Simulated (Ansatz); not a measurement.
Isolated molecules relaxed with PBE0-D4/def2-TZVP in Ansatz; ΔE leaves out vibrations. CCSD(T)/CBS is the MP2 limit (def2-TZVPP, def2-QZVPP) plus CCSD(T) − MP2 in def2-TZVPP, frozen cores. DFT in def2-TZVPP. B3LYP here is the variant with VWN-RPA as its local correlation; programs differ in this. Each species was taken in one conformer, which may not be the lowest.

Reaction (formal exchange of groups at the Si–C bond): `[SiH3]OC[SiH2]Cl` + `C=CN(C)C` → `C=CN(C)[SiH2]Cl` + `CCO[SiH3]`

| level | ΔE (kJ/mol) | difference from CCSD(T)/CBS |
| --- | --- | --- |
| PBE-D4 | -101.9 | 12.0 |
| r2SCAN-D4 | -109.6 | 4.3 |
| PBE0-D4 | -106.4 | 7.5 |
| B3LYP-D4 | -108.6 | 5.3 |
| ωB97X-V | -107.9 | 6.0 |
| ωB97M-V | -109.9 | 4.0 |
| B2PLYP | -110.7 | 3.2 |
| PBE | -100.1 | 13.8 |
| r2SCAN | -109.1 | 4.8 |
| PBE0 | -104.8 | 9.1 |
| B3LYP | -105.8 | 8.1 |
| HF/def2-TZVPP | -115.1 | -1.2 |
| MP2/def2-TZVPP | -117.1 | -3.2 |
| SCS-MP2/def2-TZVPP | -115.8 | -1.9 |
| CCSD/def2-TZVPP | -113.6 | 0.3 |
| CCSD(T)/def2-TZVPP | -113.1 | 0.8 |
| HF/def2-QZVPP | -115.5 | -1.6 |
| MP2/def2-QZVPP | -117.7 | -3.8 |
| SCS-MP2/def2-QZVPP | -116.4 | -2.5 |
| HF/CBS(def2) | -115.6 | -1.7 |
| MP2/CBS(def2) | -117.8 | -3.9 |
| CCSD/CBS(def2) | -114.3 | -0.4 |
| CCSD(T)/CBS | -113.9 | 0 |

Largest T1 diagnostic among the species: 0.011.

From PBE to PBE0 (25 % exact exchange), in def2-TZVPP and without D4, ΔE moves by −4.7 kJ/mol.
